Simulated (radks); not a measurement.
Calculated with a radial shooting solver on a logarithmic mesh with Libxc functionals: scalar-relativistic Kohn-Sham, PBE, spin-unpolarised, spherical densities, finite nucleus; Fermi nuclear charge, rms radius of each element as measured or else 0.836 A^(1/3) + 0.57 fm. Response by self-consistent Sternheimer equations with the Hartree and adiabatic LDA kernel, the relativistic mass of each level held fixed and spin-orbit coupling left out. Rank K+, Ar, Cr6+, Ti4+, Ca2+, Fe8+, V5+, Mn7+, Sc3+ (NIST ground configurations) by static dipole polarisability, largest first.

Answer. Ar 12.01, K+ 5.721, Ca2+ 3.331, Sc3+ 2.154, Ti4+ 1.489, V5+ 1.079, Cr6+ 0.8094, Mn7+ 0.6242, Fe8+ 0.4921 bohr^3.
